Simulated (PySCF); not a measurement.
Isomers of C7H11FO, mass 130.079 u with the commonest isotopes. Method: PBE0/pcSseg-1 in PySCF (dipole) on a GFN2-xTB geometry, gas phase. One conformer each, none proved a minimum here; rigid rotors.

Problem. Order these by out-of-plane moment Σ m c² = (Ia + Ib − Ic)/2, smallest first.
A. `[CH3:1][CH2:2][C@@H:3]1[CH2:4][CH2:5][C@@H:6]1[C:7](=[O:8])[F:9]` with C1–C2–C3–C4 -74°, C5–C6–C7–O8 152°, C2–C3–C4–C5 -133°, C3–C4–C5–C6 11°, C4–C5–C6–C7 105°, C2–C3–C6–C5 132°
B. `[CH3:1][CH2:2]/[C:3]([CH3:4])=[C:5](\[CH3:6])[C:7](=[O:8])[F:9]` with C1–C2–C3–C4 -81°, C3–C5–C7–O8 2°
C. `[OH:1][CH2:2][C@@H:3]1[CH:4]=[CH:5][CH2:6][CH2:7][C@@H:8]1[F:9]` with H–O1–C2–C3 176°, O1–C2–C3–C4 -69°, C2–C3–C4–C5 -136°, C4–C5–C6–C7 -18°, C5–C6–C7–C8 48°, C6–C7–C8–F9 60°
D. `[CH:1]#[C:2][CH2:3][C@@:4]([CH3:5])([CH2:6][F:7])[O:8][CH3:9]` with C2–C3–C4–C5 -55°, C3–C4–C6–F7 48°, C3–C4–O8–C9 -68°
E. `[CH3:1]/[CH:2]=[C:3](\[C:4](=[O:5])[F:6])[CH:7]([CH3:8])[CH3:9]` with C2–C3–C4–O5 -7°, C2–C3–C7–C8 103°
F. `[CH3:1][CH2:2][C:3](=[CH:4][C:5](=[O:6])[F:7])[CH2:8][CH3:9]` with C1–C2–C3–C4 6°, C3–C4–C5–O6 4°, C2–C3–C8–C9 95°
G. `[CH3:1][O:2]/[CH:3]=[CH:4]\[CH2:5]/[C:6]([CH3:7])=[CH:8]\[F:9]` with C1–O2–C3–C4 172°, C3–C4–C5–C6 107°, C4–C5–C6–C7 -63°
H. `[CH3:1][C@:2]1([CH2:3][F:4])[CH2:5][CH2:6][CH2:7][C:8]1=[O:9]` with C1–C2–C3–F4 -176°, C1–C2–C5–C6 -144°, C2–C5–C6–C7 35°, C5–C6–C7–C8 -32°, C6–C7–C8–O9 -164°

Solution. F (23.79 u·Å²), B (24.52 u·Å²), G (28.70 u·Å²), E (37.52 u·Å²), C (41.42 u·Å²), A (60.51 u·Å²), D (79.83 u·Å²), H (117.87 u·Å²).

Problem. Order these by rotational constant A, largest first.
A. `[CH3:1][O:2]/[CH:3]=[CH:4]\[CH2:5]/[C:6]([CH3:7])=[CH:8]\[F:9]` with C1–O2–C3–C4 172°, C3–C4–C5–C6 107°, C4–C5–C6–C7 -63°
B. `[CH3:1][C@:2]1([CH2:3][F:4])[CH2:5][CH2:6][CH2:7][C:8]1=[O:9]` with C1–C2–C3–F4 -176°, C1–C2–C5–C6 -144°, C2–C5–C6–C7 35°, C5–C6–C7–C8 -32°, C6–C7–C8–O9 -164°
C. `[CH3:1][CH2:2]/[C:3]([CH3:4])=[C:5](\[CH3:6])[C:7](=[O:8])[F:9]` with C1–C2–C3–C4 -81°, C3–C5–C7–O8 2°
D. `[OH:1][CH2:2][C@@H:3]1[CH:4]=[CH:5][CH2:6][CH2:7][C@@H:8]1[F:9]` with H–O1–C2–C3 176°, O1–C2–C3–C4 -69°, C2–C3–C4–C5 -136°, C4–C5–C6–C7 -18°, C5–C6–C7–C8 48°, C6–C7–C8–F9 60°
E. `[CH3:1]/[CH:2]=[C:3](\[C:4](=[O:5])[F:6])[CH:7]([CH3:8])[CH3:9]` with C2–C3–C4–O5 -7°, C2–C3–C7–C8 103°
F. `[CH3:1][CH2:2][C@@H:3]1[CH2:4][CH2:5][C@@H:6]1[C:7](=[O:8])[F:9]` with C1–C2–C3–C4 -74°, C5–C6–C7–O8 152°, C2–C3–C4–C5 -133°, C3–C4–C5–C6 11°, C4–C5–C6–C7 105°, C2–C3–C6–C5 132°

Solution. A (3909 MHz), D (2728 MHz), C (2666 MHz), F (2247 MHz), E (1955 MHz), B (1784 MHz).

Problem. Order these by dipole moment, largest first.
A. `[CH3:1][CH2:2][C:3](=[CH:4][C:5](=[O:6])[F:7])[CH2:8][CH3:9]` with C1–C2–C3–C4 6°, C3–C4–C5–O6 4°, C2–C3–C8–C9 95°
B. `[CH3:1][CH2:2][C@@H:3]1[CH2:4][CH2:5][C@@H:6]1[C:7](=[O:8])[F:9]` with C1–C2–C3–C4 -74°, C5–C6–C7–O8 152°, C2–C3–C4–C5 -133°, C3–C4–C5–C6 11°, C4–C5–C6–C7 105°, C2–C3–C6–C5 132°
C. `[CH3:1][C@:2]1([CH2:3][F:4])[CH2:5][CH2:6][CH2:7][C:8]1=[O:9]` with C1–C2–C3–F4 -176°, C1–C2–C5–C6 -144°, C2–C5–C6–C7 35°, C5–C6–C7–C8 -32°, C6–C7–C8–O9 -164°
D. `[OH:1][CH2:2][C@@H:3]1[CH:4]=[CH:5][CH2:6][CH2:7][C@@H:8]1[F:9]` with H–O1–C2–C3 176°, O1–C2–C3–C4 -69°, C2–C3–C4–C5 -136°, C4–C5–C6–C7 -18°, C5–C6–C7–C8 48°, C6–C7–C8–F9 60°
E. `[CH:1]#[C:2][CH2:3][C@@:4]([CH3:5])([CH2:6][F:7])[O:8][CH3:9]` with C2–C3–C4–C5 -55°, C3–C4–C6–F7 48°, C3–C4–O8–C9 -68°
F. `[CH3:1][O:2]/[CH:3]=[CH:4]\[CH2:5]/[C:6]([CH3:7])=[CH:8]\[F:9]` with C1–O2–C3–C4 172°, C3–C4–C5–C6 107°, C4–C5–C6–C7 -63°
G. `[CH3:1][CH2:2]/[C:3]([CH3:4])=[C:5](\[CH3:6])[C:7](=[O:8])[F:9]` with C1–C2–C3–C4 -81°, C3–C5–C7–O8 2°
H. `[CH3:1]/[CH:2]=[C:3](\[C:4](=[O:5])[F:6])[CH:7]([CH3:8])[CH3:9]` with C2–C3–C4–O5 -7°, C2–C3–C7–C8 103°

Solution. A (4.45 D), G (4.25 D), H (3.44 D), B (3.30 D), F (3.12 D), C (2.87 D), D (0.74 D), E (0.62 D).

```
                  SMILES  point group  Ia (u·Å²)  Ib (u·Å²)  Ic (u·Å²)      κ  μa (D)  μb (D)  μc (D)
     C/C=C(\C(=O)F)C(C)C           C1     258.45     359.19     542.59  -0.07    2.19    2.65    0.10
       CO/C=C\C/C(C)=C\F           C1     129.30     728.20     800.09  -0.96    2.79    1.11    0.86
CC[C@@H]1CC[C@@H]1C(=O)F           C1     224.88     389.98     493.84  -0.55    2.41    2.12    0.75
     CC/C(C)=C(\C)C(=O)F           C1     189.58     462.82     603.35  -0.72    4.04    1.21    0.51
       C[C@]1(CF)CCCC1=O           C1     283.33     301.53     349.12   0.36    0.11    0.90    2.73
         CCC(=CC(=O)F)CC           C1     259.71     429.47     641.59  -0.33    4.45    0.17    0.06
      C#CC[C@@](C)(CF)OC           C1     223.08     412.70     476.12  -0.73    0.00    0.36    0.50
  OC[C@@H]1C=CCC[C@@H]1F           C1     185.24     402.62     505.02  -0.71    0.20    0.54    0.47
```
